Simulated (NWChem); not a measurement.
**Basis-set convergence for HClOSi**

```xyz
4

Si    -0.7803    -0.4490     0.0000
Cl     0.4326     1.2796     0.0000
O      0.4367    -1.6175     0.0000
H      0.0763    -2.5261     0.0000
```
Charge 0, spin multiplicity 1.

The numbers come from NWChem runs, not from measurements. All single points use one geometry, from PBE/def2-SVP, a minimum by its harmonic frequencies. It is one conformer; others weren't searched.

Quantity: vertical ionisation energy at the level ΔPBE0 (Δ: difference of total energies, the cation a doublet at the parent's geometry with its hole in an orbital of symmetry a' (Cs labels); it is the state that the SCF runs reached, from PBE0 orbitals for Hartree-Fock references, and need not be the lowest).

The Pople sets run with spherical d functions. The structure started from a generated list of species. No SCF solution was tested for a lower state.

The cost column gives rough processor time relative to 3-21G; each entry includes its own SCF.

In def2-QZVP the value is 9.76 eV. Among 3-21G, def2-SVP, 6-31+G*, def2-SVPD, 6-311++G**, def2-TZVP, pcseg-2, cc-pVTZ, def2-TZVPP, which is the smallest basis within 0.2 eV of it?

3-21G, with 37 functions against 227 and about 0.7 % of the time (also within reach: def2-SVP, 6-31+G*, def2-SVPD, 6-311++G**, def2-TZVP, pcseg-2, cc-pVTZ, def2-TZVPP). def2-QZVP isn't the basis-set limit itself, and a small set can land close by cancellation.

```json
[
 {"basis": "3-21G", "functions": "37", "vertical ionisation energy (eV)": "9.89", "relative cost": "1"},
 {"basis": "def2-SVP", "functions": "55", "vertical ionisation energy (eV)": "9.72", "relative cost": "under 3"},
 {"basis": "6-31+G*", "functions": "64", "vertical ionisation energy (eV)": "9.90", "relative cost": "under 3"},
 {"basis": "def2-SVPD", "functions": "82", "vertical ionisation energy (eV)": "9.85", "relative cost": "under 3"},
 {"basis": "6-311++G**", "functions": "89", "vertical ionisation energy (eV)": "9.91", "relative cost": "under 3"},
 {"basis": "def2-TZVP", "functions": "111", "vertical ionisation energy (eV)": "9.74", "relative cost": "6"},
 {"basis": "pcseg-2", "functions": "112", "vertical ionisation energy (eV)": "9.82", "relative cost": "8"},
 {"basis": "cc-pVTZ", "functions": "112", "vertical ionisation energy (eV)": "9.74", "relative cost": "20"},
 {"basis": "def2-TZVPP", "functions": "129", "vertical ionisation energy (eV)": "9.74", "relative cost": "8"},
 {"basis": "def2-QZVP", "functions": "227", "vertical ionisation energy (eV)": "9.76", "relative cost": "100"}
]
```
